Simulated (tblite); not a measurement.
C₉H₅N₃S₂.
Geometry (GFN2-xTB, Å), atoms numbered from 1 in this order:
```xyz
19
C9H5N3S2 angstrom
C     -3.6432    0.3281   -0.8733
N     -4.2945   -0.3021    0.0927
C     -3.5150   -0.8281    1.0255
N     -2.2023   -0.7664    1.0493
C     -1.6416   -0.1087    0.0280
C     -0.2137   -0.0118    0.0013
C      0.5645    0.6115   -0.9460
C      1.9208    0.4970   -0.6337
S      3.3962    1.0288   -1.3639
C      4.3058    0.2981   -0.0867
C      3.5429   -0.3207    0.8519
C      2.1720   -0.2109    0.5459
S      0.7114   -0.7467    1.2864
N     -2.3380    0.4597   -0.9647
H     -4.2385    0.7761   -1.6598
H     -3.9993   -1.3543    1.8390
H      0.1527    1.1118   -1.8018
H      5.3751    0.3752   -0.1115
H      3.9350   -0.8273    1.7139
```

Structure optimised with GFN2-xTB, isolated species.

Masses are those of the commonest isotopes; rigid-rotor values at the optimised geometry. The values belong to one conformer with, in the numbering `[cH:1]1[n:2][cH:3][n:4][c:5](-[c:6]2[cH:7][c:8]3[s:9][cH:10][cH:11][c:12]3[s:13]2)[n:14]1`, N4–C5–C6–C7 180°.

(1) Give the principal moments of inertia and the rotational constants in MHz.

(2) What kind of rotor is it?

(3) What does the inertial defect say?

(4) Where do the levels up to J = 5 lie, in MHz?

Answers

(1) Ia = 267.89, Ib = 1696.88, Ic = 1964.77 u·Å²; 505379 MHz·u·Å²/I gives A = 1887, B = 297.8, C = 257.2 MHz.

(2) A near-prolate asymmetric top. Ray's parameter κ = (2B − A − C)/(A − C) = -0.950; −1 is the prolate and +1 the oblate limit.

(3) Planar: Δ = Ic − Ia − Ib = 0.00 u·Å². For a rigid frame Δ = −2 Σ m c², so it vanishes when all atoms lie in the ab plane; here none is more than 0.01 Å from it.

(4) Above 0(0,0):
J = 1: 1(0,1) 555, 1(1,1) 2144, 1(1,0) 2184
J = 2: 2(0,2) 1664, 2(1,2) 3213, 2(1,1) 3335, 2(2,1) 8101, 2(2,0) 8102
J = 3: 3(0,3) 3326, 3(1,3) 4817, 3(1,2) 5061, 3(2,2) 9766, 3(2,1) 9770, 3(3,1) 17812, 3(3,0) 17812
J = 4: 4(0,4) 5539, 4(1,4) 6954, 4(1,3) 7360, 4(2,3) 11986, 4(2,2) 11997, 4(3,2) 20033, 4(3,1) 20034, 4(4,1) 31295, 4(4,0) 31295
J = 5: 5(0,5) 8299, 5(1,5) 9625, 5(1,4) 10234, 5(2,4) 14759, 5(2,3) 14786, 5(3,3) 22811, 5(3,2) 22812, 5(4,2) 34072, 5(4,1) 34072, 5(5,1) 48551, 5(5,0) 48551

Its GFN2-xTB frequencies are all real (lowest 51 cm⁻¹). No vibrational averaging or centrifugal distortion is included, and the geometry carries the error of its method.

The numbers are calculated, not measured.
